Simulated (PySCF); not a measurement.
# Molecular orbitals of SnH

revPBE at R = 1.790 Å; Sn def2-SVP with ECP28, H def2-SVP; scalar-relativistic core potentials (PySCF 2.14). State: ²Π (doublet), unpaired electrons π ↑. Only the outer orbitals are listed, counted within each symmetry, core potentials removing the inner ones.

```tsv
spin	orbital	occ.	ε (eV)	on Sn (%)	main shells (%)
α	1δ	1	-25.66	100	100 Sn d
α	1δ	1	-25.59	100	100 Sn d
α	2π	1	-25.50	100	100 Sn d
α	3σ	1	-25.26	100	100 Sn d
α	2π	1	-25.22	100	100 Sn d
α	4σ	1	-11.34	87	85 Sn s, 13 H s
α	5σ	1	-6.20	59	45 Sn p, 41 H s, 13 Sn s
α	3π	1	-3.96	100	100 Sn p
α	3π	0	-3.77	100	100 Sn p
α	6σ	0	0.30	65	59 Sn p, 36 H s
α	7σ	0	3.22	108	101 Sn s
β	1δ	1	-25.62	100	100 Sn d
β	2π	1	-25.49	100	100 Sn d
β	1δ	1	-25.47	100	100 Sn d
β	3σ	1	-25.15	100	100 Sn d
β	2π	1	-25.11	100	100 Sn d
β	4σ	1	-10.82	83	81 Sn s, 17 H s
β	5σ	1	-6.00	59	42 Sn p, 41 H s, 16 Sn s
β	3π	0	-3.42	100	100 Sn p
β	3π	0	-2.60	100	100 Sn p
β	6σ	0	0.56	68	61 Sn p, 32 H s
```

Problem. Which are the highest filled and the lowest empty level, where do they sit, and how wide is the gap?

Solution. Highest filled α 3π at -3.96 eV (in %: 100 Sn p); lowest empty α 3π at -3.77 eV (in %: 100 Sn p); the gap at revPBE is 0.19 eV. Both belong to one degenerate shell, split only by its one-sided filling, so this is no excitation gap.

- bond order (Mayer): 0.95
- ⟨S²⟩: 0.753
- charge on Sn (Mulliken, basis-dependent): 0.13
- charge on Sn (Löwdin, basis-dependent): 0.13
- dipole moment (positive dipole means Sn(−)H(+)): -0.48 D

Shares are Mulliken populations and can fall outside 0 to 100 %.

Spin–orbit coupling is left out. The state was picked by a PBE0 search and need not be the measured ground state.
